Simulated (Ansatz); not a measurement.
Be₂Te₂⁻, relaxed as a doublet with UKS PBE0-D4/def2-TZVPD in Ansatz, starting from the GFN1-xTB geometry. Force threshold 0.02 eV/Å.

In the def2 sets Te takes a core potential; there is no spin–orbit coupling. The structure comes from a short search, and lower isomers may exist.

Start:

Cartesian coordinates in Å:
```
Be -1.744 0.305 -0.423
Be 0.012 -0.334 -1.009
Te 2.063 -0.508 0.040
Te -0.331 0.537 1.393
```

Question: Estimate the energy that the relaxation releases and the steps that it takes.

Answer: 50.9 kcal/mol, in 18 steps; 2.6 min on 2 threads of Intel Xeon Platinum 8259CL on a shared host. No frequencies were taken in this run, so the end may be a saddle point.

Question: Does the start keep its bonding and symmetry?

Answer: Bonds lost: Te3–Te4 (atoms count from 1). Bonds formed: Be1–Te3 (atoms count from 1). The end is the same structure that another start reached, the lowest one found. Point group Cs at the start, D2h at the end, both within 0.05 Å.

Question: Predict the relaxed structure.

Answer: 
```xyz
4

Be   -0.795   -0.055   -0.785
Be    0.795    0.056    0.785
Te    1.320   -0.753   -1.283
Te   -1.320    0.752    1.284
```
Bond lengths (bridged metal pairs left out): 4 × Be–Te 2.28 Å.
